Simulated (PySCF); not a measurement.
## Ionisation energy of Kr(2+) by level of theory

Kr(2+) [Ar] 3d10 4s2 4p4 (3P) → Kr(3+) [Ar] 3d10 4s2 4p3 (4S), as a difference of total energies. Calculation: PySCF 2.14, in jorge-DZP-DKH (8s6p2d1f, 43 functions); scalar relativity by spin-free X2C-1e. Correlated levels: valence: [Ar] 3d10 frozen. The calculations carry no spin-orbit coupling.

```
           method  ionisation energy (eV)  difference from reference (eV)
              UHF                  34.148                          -1.690
            M06-L                  35.138                          -0.700
            B3LYP                  35.625                          -0.213
    MP2 (valence)                  34.300                          -1.538
SCS-MP2 (valence)                  34.306                          -1.532
   CCSD (valence)                  34.307                          -1.531
CCSD(T) (valence)                  34.311                          -1.527
```

Reference: 35.838 ± 0.02 eV (measured; NIST Atomic Spectra Database, ionization energies).

The reference lies between the lowest fine-structure levels, while these numbers refer to the centres of the terms.

Errors of the correlated levels include the incompleteness of this basis and the frozen core.
